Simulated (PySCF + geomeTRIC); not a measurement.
Level of theory: TPSS-D3(BJ)/def2-SVP in PySCF + geomeTRIC. fastk is a local helper that only speeds up exchange builds. No frequencies were computed at this level.

```python
import json, numpy as np
from pyscf import gto, dft
from fastk import lowrank_exchange
atoms = """
Ti     0.037268    -0.071361    -0.003876
Cl    -1.698140     0.548744    -1.035863
Cl     0.574112     1.609957     1.155637
F      1.258249    -0.326572    -1.146420
F     -0.403967    -1.314244     1.055316
"""
def scf(charge, spin, dm0=None):
    mol = gto.M(atom=atoms, basis='def2-svp', ecp={}, charge=charge, spin=spin, verbose=3, max_memory=3780)
    mf = dft.KS(mol, xc='tpss').density_fit(auxbasis="def2-universal-jkfit")
    mf.disp = 'd3bj'
    mf.grids.level = 3
    mf.conv_tol = 1e-8
    mf.max_cycle = 120
    mf.level_shift = 0.25
    mf.kernel(dm0)
    if not mf.converged:
        mf = mf.newton().run(mf.mo_coeff, mf.mo_occ).undo_soscf()
    return mf
mf = scf(0, 0)
from pyscf.geomopt.geometric_solver import kernel as optimize
path = []
done, mol = optimize(mf, maxsteps=120, assert_convergence=False, callback=lambda env: path.append((env["energy"], bool(env["g_scanner"].converged))))
res = dict(converged=bool(done and path[-1][1]), energy=path[-1][0], path=[e for e, c in path], xyz=mol.atom_coords(unit="Angstrom").tolist(), nao=mol.nao)
json.dump(res, open("result.json", "w"))
```

Output:

```
converged SCF energy = -1969.38906757356
Geometry optimization cycle 1
converged SCF energy = -1969.38906753545
cycle 1: E = -1969.38906754  dE = -1969.39  norm(grad) = 0.0716477
Geometry optimization cycle 2
converged SCF energy = -1969.39778309451
cycle 2: E = -1969.39778309  dE = -0.00871556  norm(grad) = 0.00984091
Geometry optimization cycle 3
converged SCF energy = -1969.39842314387
cycle 3: E = -1969.39842314  dE = -0.000640049  norm(grad) = 0.00532791
Geometry optimization cycle 4
converged SCF energy = -1969.39871162293
cycle 4: E = -1969.39871162  dE = -0.000288479  norm(grad) = 0.00206589
Geometry optimization cycle 5
converged SCF energy = -1969.3987211381
cycle 5: E = -1969.39872114  dE = -9.51517e-06  norm(grad) = 0.00083508
Geometry optimization cycle 6
converged SCF energy = -1969.39873712801
cycle 6: E = -1969.39873713  dE = -1.59899e-05  norm(grad) = 0.0023294
Geometry optimization cycle 7
converged SCF energy = -1969.3987449194
cycle 7: E = -1969.39874492  dE = -7.79139e-06  norm(grad) = 0.00553692
Geometry optimization cycle 8
converged SCF energy = -1969.39876612243
cycle 8: E = -1969.39876612  dE = -2.1203e-05  norm(grad) = 0.0055263
Geometry optimization cycle 9
converged SCF energy = -1969.39883052894
cycle 9: E = -1969.39883053  dE = -6.44065e-05  norm(grad) = 0.000766378
Geometry optimization cycle 10
converged SCF energy = -1969.39883784415
cycle 10: E = -1969.39883784  dE = -7.31521e-06  norm(grad) = 0.00107525
Geometry optimization cycle 11
converged SCF energy = -1969.39883859443
cycle 11: E = -1969.39883859  dE = -7.50282e-07  norm(grad) = 0.00097377
Geometry optimization cycle 12
converged SCF energy = -1969.39883930144
cycle 12: E = -1969.3988393  dE = -7.07008e-07  norm(grad) = 0.000280999
<class 'geometric.internal.Distance'> : 4
<class 'geometric.internal.Angle'> : 6
<class 'geometric.internal.TranslationX'> : 1
<class 'geometric.internal.TranslationY'> : 1
<class 'geometric.internal.TranslationZ'> : 1
<class 'geometric.internal.RotationA'> : 1
<class 'geometric.internal.RotationB'> : 1
<class 'geometric.internal.RotationC'> : 1
Step    0 : Gradient = 3.204e-02/3.883e-02 (rms/max) Energy = -1969.3890675354
Step    1 : Displace = 6.896e-02/9.309e-02 (rms/max) Trust = 1.000e-01 (=) Grad = 4.401e-03/6.708e-03 (rms/max) E (change) = -1969.3977830945 (-8.716e-03) Quality = 0.990
Step    2 : Displace = 2.497e-02/2.955e-02 (rms/max) Trust = 1.414e-01 (+) Grad = 2.383e-03/3.775e-03 (rms/max) E (change) = -1969.3984231439 (-6.400e-04) Quality = 1.507
Step    3 : Displace = 3.006e-02/3.908e-02 (rms/max) Trust = 2.000e-01 (+) Grad = 9.239e-04/1.498e-03 (rms/max) E (change) = -1969.3987116229 (-2.885e-04) Quality = 0.999
Step    4 : Displace = 1.929e-03/2.313e-03 (rms/max) Trust = 2.828e-01 (+) Grad = 3.735e-04/5.060e-04 (rms/max) E (change) = -1969.3987211381 (-9.515e-06) Quality = 1.357
Step    5 : Displace = 5.768e-03/7.275e-03 (rms/max) Trust = 3.000e-01 (+) Grad = 1.042e-03/1.779e-03 (rms/max) E (change) = -1969.3987371280 (-1.599e-05) Quality = 0.848
Step    6 : Displace = 7.320e-03/8.990e-03 (rms/max) Trust = 3.000e-01 (=) Grad = 2.476e-03/4.132e-03 (rms/max) E (change) = -1969.3987449194 (-7.791e-06) Quality = 0.316
Step    7 : Displace = 1.449e-03/1.808e-03 (rms/max) Trust = 3.000e-01 (=) Grad = 2.471e-03/4.052e-03 (rms/max) E (change) = -1969.3987661224 (-2.120e-05) Quality = 0.938
Step    8 : Displace = 7.440e-03/9.851e-03 (rms/max) Trust = 3.000e-01 (=) Grad = 3.427e-04/4.413e-04 (rms/max) E (change) = -1969.3988305289 (-6.441e-05) Quality = 0.908
Step    9 : Displace = 4.551e-03/5.890e-03 (rms/max) Trust = 3.000e-01 (=) Grad = 4.809e-04/9.243e-04 (rms/max) E (change) = -1969.3988378441 (-7.315e-06) Quality = 0.578
Step   10 : Displace = 2.079e-03/2.886e-03 (rms/max) Trust = 3.000e-01 (=) Grad = 4.355e-04/8.007e-04 (rms/max) E (change) = -1969.3988385944 (-7.503e-07) Quality = 0.182
Step   11 : Displace = 1.040e-03/1.266e-03 (rms/max) Trust = 1.039e-03 (-) Grad = 1.257e-04/1.755e-04 (rms/max) E (change) = -1969.3988393014 (-7.070e-07) Quality = 0.107
Converged! =D
```

Cost: very roughly 4 core-minutes.
